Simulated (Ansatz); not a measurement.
Fe₂S, relaxed as a triplet with UKS B3LYP-D4/def2-TZVP in Ansatz, starting from the B3LYP-D4/def2-TZVP geometry of the neutral singlet. Force threshold 0.02 eV/Å.

The charge 0 triplet is spin-contaminated (final ⟨S²⟩ up to 4.34, 2.00 for a pure state). The relaxation made no stability test and no search for a lower SCF solution. At PBE0-D4/def2-TZVP a broken-symmetry singlet of charge 0 lies 0.39 eV below the triplet, each at its own geometry. The structure comes from a short search, and lower isomers may exist.

Start:

Cartesian coordinates in Å:
```
Fe 0.437 -1.095 0.454
Fe 0.603 1.103 0.121
S -1.041 -0.009 -0.575
```

```json
{"step": "1", "energy (eV)": "-79612.1469", "largest force component (eV/Å)": "1.641", "SCF passes": "232"}
{"step": "2", "energy (eV)": "-79612.2555", "largest force component (eV/Å)": "0.826", "SCF passes": "109"}
{"step": "3", "energy (eV)": "-79612.3125", "largest force component (eV/Å)": "0.152", "SCF passes": "108"}
{"step": "4", "energy (eV)": "-79612.3164", "largest force component (eV/Å)": "0.038", "SCF passes": "109"}
{"step": "5", "energy (eV)": "-79612.3166", "largest force component (eV/Å)": "0.006", "SCF passes": "95"}
{"step": "6", "energy (eV)": "-79612.3166", "largest force component (eV/Å)": "0.001", "SCF passes": "72"}
{"step": "7", "energy (eV)": "-79612.3166", "largest force component (eV/Å)": "0.000", "SCF passes": "67"}
```

Force components are those of the run's own axes.

End:

```xyz
3

Fe    0.433   -1.219    0.475
Fe    0.599    1.215    0.097
S    -1.032    0.004   -0.572
```

By distances, no bond broke or formed. The bond that changes most is Fe1–S3, from 2.10 to 2.18 Å (atoms count from 1).

The force fell under the threshold at step 5, but the optimiser went on. No frequencies were taken in this run, so the end may be a saddle point.

Hardware: 4 threads of AMD EPYC 7B13 on a shared host. Wall time 31 s.
